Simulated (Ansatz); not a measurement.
Consider the cleavage of the Si–Si bond: `F[SiH]([SiH3])P` + `NB[SeH]` → `[SiH3]NB[SeH]` + `F[SiH2]P`.

Isolated molecules relaxed with PBE0-D4/def2-TZVP in Ansatz; ΔE leaves out vibrations. CCSD(T)/CBS adds triple-zeta CCSD(T) − MP2 to the extrapolated MP2 energy (def2 sets, frozen cores). Functionals use def2-TZVPP. B3LYP here is the variant with VWN-RPA as its local correlation; programs differ in this. For Se outer-core shells are correlated without core-valence functions, which leaves a few kJ/mol of doubt a bond. Scalar relativity is left out up to krypton. One conformer a species, not always the lowest.

```json
{"level": "PBE-D4", "ΔE (kJ/mol)": "-20.9", "difference from CCSD(T)/CBS": "23.7"}
{"level": "r2SCAN-D4", "ΔE (kJ/mol)": "-34.4", "difference from CCSD(T)/CBS": "10.2"}
{"level": "PBE0-D4", "ΔE (kJ/mol)": "-27.5", "difference from CCSD(T)/CBS": "17.1"}
{"level": "B3LYP-D4", "ΔE (kJ/mol)": "-39.5", "difference from CCSD(T)/CBS": "5.1"}
{"level": "ωB97X-V", "ΔE (kJ/mol)": "-40.1", "difference from CCSD(T)/CBS": "4.5"}
{"level": "ωB97M-V", "ΔE (kJ/mol)": "-45.0", "difference from CCSD(T)/CBS": "-0.4"}
{"level": "B2PLYP", "ΔE (kJ/mol)": "-46.5", "difference from CCSD(T)/CBS": "-1.9"}
{"level": "PBE", "ΔE (kJ/mol)": "-21.7", "difference from CCSD(T)/CBS": "22.9"}
{"level": "r2SCAN", "ΔE (kJ/mol)": "-34.6", "difference from CCSD(T)/CBS": "10.0"}
{"level": "PBE0", "ΔE (kJ/mol)": "-28.4", "difference from CCSD(T)/CBS": "16.2"}
{"level": "B3LYP", "ΔE (kJ/mol)": "-40.8", "difference from CCSD(T)/CBS": "3.8"}
{"level": "HF/def2-TZVPP", "ΔE (kJ/mol)": "-60.8", "difference from CCSD(T)/CBS": "-16.2"}
{"level": "MP2/def2-TZVPP", "ΔE (kJ/mol)": "-53.3", "difference from CCSD(T)/CBS": "-8.7"}
{"level": "SCS-MP2/def2-TZVPP", "ΔE (kJ/mol)": "-56.2", "difference from CCSD(T)/CBS": "-11.6"}
{"level": "CCSD/def2-TZVPP", "ΔE (kJ/mol)": "-48.3", "difference from CCSD(T)/CBS": "-3.7"}
{"level": "CCSD(T)/def2-TZVPP", "ΔE (kJ/mol)": "-46.3", "difference from CCSD(T)/CBS": "-1.7"}
{"level": "HF/def2-QZVPP", "ΔE (kJ/mol)": "-62.0", "difference from CCSD(T)/CBS": "-17.4"}
{"level": "MP2/def2-QZVPP", "ΔE (kJ/mol)": "-52.8", "difference from CCSD(T)/CBS": "-8.2"}
{"level": "SCS-MP2/def2-QZVPP", "ΔE (kJ/mol)": "-55.5", "difference from CCSD(T)/CBS": "-10.9"}
{"level": "HF/CBS(def2)", "ΔE (kJ/mol)": "-62.2", "difference from CCSD(T)/CBS": "-17.6"}
{"level": "MP2/CBS(def2)", "ΔE (kJ/mol)": "-51.6", "difference from CCSD(T)/CBS": "-7.0"}
{"level": "CCSD/CBS(def2)", "ΔE (kJ/mol)": "-46.6", "difference from CCSD(T)/CBS": "-2.0"}
{"level": "CCSD(T)/CBS", "ΔE (kJ/mol)": "-44.6", "difference from CCSD(T)/CBS": "0"}
```

Largest T1 diagnostic among the species: 0.014.

From PBE to PBE0 (25 % exact exchange), in def2-TZVPP and without D4, ΔE moves by −6.6 kJ/mol. In def2-TZVPP, CCSD(T) changes the Hartree–Fock value by +14.5 kJ/mol (the triples alone add +2.0 kJ/mol) and MP2 by +7.5 kJ/mol.
